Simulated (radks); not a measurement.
Question: Isoelectronic series with 9 electrons, all held in the configuration [He] 2s2 2p5, which need not be the ground one along the series. All-electron calculation, Dirac Kohn-Sham, LDA (Slater exchange, Perdew-Wang correlation), spin-unpolarised, spherical densities, finite nucleus; open shells are shared between the two j in proportion to 2j + 1; Fermi nuclear charge, rms radius of each element as measured or else 0.836 A^(1/3) + 0.57 fm. Program: a radial shooting solver on a logarithmic mesh with Libxc functionals. Total energies (hartree) and orbital eigenvalues (hartree):

| ion | E (hartree) | 2p3/2 | 2p1/2 |
|---|---|---|---|
| F | -99.18887 | -0.41428 | -0.41663 |
| Ne+ | -127.54223 | -1.19051 | -1.19488 |
| Mg3+ | -195.61946 | -3.53470 | -3.54661 |
| Al4+ | -235.34096 | -5.09100 | -5.10908 |
| Si5+ | -278.85517 | -6.90060 | -6.92700 |
| P6+ | -326.16730 | -8.96254 | -8.99983 |
| S7+ | -377.28363 | -11.27624 | -11.32747 |
| Cl8+ | -432.21132 | -13.84133 | -13.91009 |
| Ar9+ | -490.95835 | -16.65760 | -16.74804 |
| K10+ | -553.53340 | -19.72490 | -19.84179 |
| Ca11+ | -619.94581 | -23.04319 | -23.19195 |
| Ti13+ | -764.32352 | -30.43265 | -30.66432 |
| V14+ | -842.31094 | -34.50390 | -34.78816 |
| Cr15+ | -924.17979 | -38.82625 | -39.17164 |
| Mn16+ | -1009.94276 | -43.39981 | -43.81575 |
| Fe17+ | -1099.61327 | -48.22469 | -48.72156 |
| Co18+ | -1193.20527 | -53.30101 | -53.89020 |
| Ni19+ | -1290.73367 | -58.62893 | -59.32287 |
| Cu20+ | -1392.21334 | -64.20862 | -65.02083 |

Estimate the row of Sc12+.

Answer: E (hartree) -690.20561; 2p3/2 -26.61243; 2p1/2 -26.79920.
